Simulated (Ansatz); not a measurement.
C₂H₆ClFSi, SMILES C([SiH](F)Cl)C.

Geometry: PBE0-D3(BJ)/def2-SVP. The structure was generated by enumeration, and PubChem lists no compound with its InChIKey, so it may never have been made. One conformer was computed; it need not be the lowest.

Two levels are set side by side: PBE/def2-SVPD (Ansatz, a program for electronic structure) and PBE0/def2-SVPD (Ansatz). Energy differences of separate SCF runs at the same geometry; the states with an electron removed or added have multiplicity 2 and 2. Differences are taken from unrounded values.

| quantity | PBE0 | PBE | PBE minus PBE0 |
|---|---|---|---|
| vertical ionisation energy (eV) | 10.81 | 10.34 | -0.47 |
| vertical singlet–triplet gap (eV) | 7.46 | 6.91 | -0.56 |
